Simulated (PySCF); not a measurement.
Core-level binding energies of `CCCBC1CCC1`

Species: C₇H₁₅B.
Geometry (PBE0-D3(BJ)/def2-SVP, Å), atoms numbered from 1 in this order:
```
atom  x, y, z in Å
C1    -3.3599    0.0865    0.4499
C2    -2.6284   -0.6539   -0.6593
C3    -1.1359   -0.7972   -0.3764
B4    -0.2617    0.4990   -0.4064
C5     1.1316    0.5964    0.2891
C6     2.3759    1.1429   -0.4653
C7     3.2466    0.1496    0.3273
C8     1.9757   -0.6357    0.7026
H9    -3.2649   -0.4425    1.4125
H10   -4.4341    0.1937    0.2340
H11   -2.9470    1.0996    0.5893
H12   -2.7659   -0.1129   -1.6113
H13   -3.0908   -1.6456   -0.8031
H14   -0.9535   -1.3788    0.5465
H15   -0.6528   -1.4096   -1.1716
H16   -0.6557    1.4721   -1.0264
H17    0.9535    1.2382    1.1780
H18    2.6006    2.2160   -0.3698
H19    2.3450    0.8979   -1.5393
H20    4.0372   -0.3862   -0.2198
H21    3.7008    0.6278    1.2091
H22    1.8865   -0.9972    1.7385
H23    1.8063   -1.4923    0.0298
```

The calculation used PySCF 2.14.0, delta-SCF UKS SCAN, pcX-2 on the ionised atom, pcseg-1 elsewhere, spin-free X2C. Binding energies are ΔSCF values: E(core-ionised, relaxed orbitals) − E(ground state) at a fixed geometry, referred to the vacuum level.

Q: Give the core binding energies atom by atom.

A: 
```
atom(s)                environment  level  binding energy (eV)  above the level's lowest (eV)  count
     B4     three-coordinate boron   B 1s               195.21                           0.00      1
     C5  sp3 carbon bound to boron   C 1s               289.75                           0.00      1
     C3  sp3 carbon bound to boron   C 1s               289.83                          +0.08      1
  C6/C8  four-membered-ring carbon   C 1s               290.23                          +0.48      2
     C7  four-membered-ring carbon   C 1s               290.29                          +0.54      1
     C2           chain CH2 carbon   C 1s               290.36                          +0.61      1
     C1              methyl carbon   C 1s               290.40                          +0.65      1
```

The listed C 1s values span 0.65 eV, from C5 (bonded to 2 C, H and B) to C1 (bonded to C and 3 H). Summing the Pauling electronegativity differences to the bonded atoms, each weighted by its formal bond order, gives -0.86 for the lowest site and -1.05 for the highest; the largest sum, -0.70, belongs to C2, 0.04 eV below the top. The smallest sum, -1.21, belongs to C3, 0.08 eV above the lowest. The values 290.36 and 290.40 eV lie too close for their order to be trusted.

Q: Which photon wavelength matches the C 1s of C6/C8 threshold?

A: λ = hc/E = 12398.42 eV Å / 290.23 eV = 42.719 Å.

Topologically equivalent atoms share the value of their first member; where this conformer doesn't relate them by symmetry, their own values could differ. The structure is a single PBE0-D3(BJ)/def2-SVP conformer in the gas phase; no vibrational or solvent corrections.
